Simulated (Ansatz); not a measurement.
`[F][AlH][SH]` + `N[SiH3]` → `[F][AlH][NH][SiH3]` + H₂S at 500 K and 1 bar (ligand exchange at the Al–S bond).

Gas-phase electronic energies from Ansatz, PBE0-D4/def2-TZVP geometries. CBS: MP2 limit from def2 TZ/QZ plus the TZ coupled-cluster correction, frozen cores. This one scheme is used for every species. One conformer a species, not always the lowest.

```csv
species,CCSD(T)/CBS energy (Eh),H − E (kJ/mol),S (J/(mol·K))
`[F][AlH][SH]`,-740.90186,79.7,331.7
`N[SiH3]`,-346.80422,161.3,303.9
`[F][AlH][NH][SiH3]`,-688.73064,177.6,399.1
H₂S,-398.97279,57.0,224.0
```

H − E and S are ideal-gas, rigid-rotor, harmonic terms from PBE0-D4/def2-TZVP, for one conformer and one mirror image of each species. 1 Eh = 2625.50 kJ/mol, R = 8.31446 J/(mol·K).

Question: By hand: ΔE, ΔH, ΔS and ΔG.

Answer: ΔE = (-688.73064) + (-398.97279) − (-740.90186) − (-346.80422) = 0.00265 Eh = 7.0 kJ/mol. Δ(H − E) = 177.6 + 57.0 − 79.7 − 161.3 = -6.4, so ΔH = 0.6 kJ/mol. ΔS = 399.1 + 224.0 − 331.7 − 303.9 = -12.5 J/(mol·K). ΔG = 0.6 − 500 × (-12.5)/1000 = 6.8 kJ/mol.

Question: By hand: the equilibrium constant, and the temperature at which ΔG would vanish if ΔH and ΔS stayed fixed.

Answer: log₁₀ K = −ΔG/(RT ln 10) = -0.7. ΔH and −TΔS have one sign here, so there is no such temperature. One of them is within its doubt of zero, so this could turn.

TΔS isn't small against ΔH here. A doubt of 5 kJ/mol in ΔE shifts log₁₀ K by 0.5 here. Other conformers and mirror images would add mixing entropy, several J/(mol·K) or more a flexible species. These are equilibria of isolated gas molecules and say nothing of rates. Largest T1 diagnostic: 0.012 (customary marks: 0.02 for closed shells, 0.045 for open ones).
